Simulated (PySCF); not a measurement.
How ionic is MI along the alkali metals?

PBE0 in PySCF with def2-TZVPP on every atom (core potentials on Rb, I, Cs), for the lowest determinant that a PBE0 search found; no spin–orbit coupling. A negative dipole means M(+)I(−).

| M | state (unpaired electrons) | Re (Å) | μ (D) |
| --- | --- | --- | --- |
| Li | singlet (closed shell) | 2.390 | -7.22 |
| Na | singlet (closed shell) | 2.714 | -8.93 |
| K | singlet (closed shell) | 3.071 | -11.06 |
| Rb | singlet (closed shell) | 3.230 | -11.75 |
| Cs | singlet (closed shell) | 3.326 | -11.51 |

**Question.** Give the ionic character |μ|/(e·Re) of each, with 1 e·Å = 4.803 D, and the positive end.

**Answer.** LiI 63 % (Li positive), NaI 69 % (Na positive), KI 75 % (K positive), RbI 76 % (Rb positive), CsI 72 % (Cs positive). Lone pairs and polarisation enter μ too, so this number is only a rough measure of charge transfer.

Spin–orbit coupling is left out.
